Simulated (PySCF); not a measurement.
**Ru³⁰⁺: ionisation energy**

Ru³⁰⁺ [Ne] 3s2 3p2 (3P) → Ru³¹⁺ [Ne] 3s2 3p1 (2P), as a difference of total energies. All numbers are calculated (PySCF 2.14, the spin-free X2C one-electron Hamiltonian (Gaussian nucleus), in an uncontracted even-tempered set (18 s from 4.1 bohr⁻², ratio 2.5; 12 p from 5.4 bohr⁻², ratio 2.5; 5 d from 23 bohr⁻², ratio 2.7; 4 f from 34 bohr⁻², ratio 2.7)). Correlated levels: outer shells: 1s2 frozen; virtual orbitals above 40 to 60 times the deepest correlated orbital energy dropped. The calculations carry no spin-orbit coupling.

```tsv
method	ionisation energy (eV)
UHF	1725.0
MP2 (outer shells)	1725.5
SCS-MP2 (outer shells)	1725.3
CCSD (outer shells)	1725.4
CCSD(T) (outer shells)	1725.4
```

Spin-orbit coupling is strong in these open shells (close to jj coupling). The scalar numbers leave it out and a first-order estimate fails, so it can dominate the gap to the real levels.

Breit and QED terms and the two-electron picture change are absent.

For comparison: 1743 ± 4 eV (semi-empirical (NIST evaluation); NIST Atomic Spectra Database, ionization energies).
